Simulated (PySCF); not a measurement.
Method: PBE-D3(BJ)/def2-TZVP (PySCF 2.14.0). Isolated molecules, 0 K electronic values unless said otherwise. One relaxed conformer stands for a flexible species; it need not be the lowest. Excitations are Tamm–Dancoff values on a coarser integration grid. The basis has no diffuse functions, so Rydberg states are missing or too high.

Reference species (SMILES): `OB(O)O` (neutral, multiplicity 1).

| Property | Value |
|---|---|
| S1 oscillator strength | 0.001 |
| S1–T1 gap (TDA) | 0.15 eV |

Changed species: `SB(O)S` (2 of 3 OH replaced by SH; the reference has 0 of 3 OH replaced by SH).

Q: Give the shifts of the S1 oscillator strength and S1–T1 gap (TDA).

A: the S1 oscillator strength is nearly the same; the S1–T1 gap (TDA) increases by 0.10 eV, to 0.25 eV.
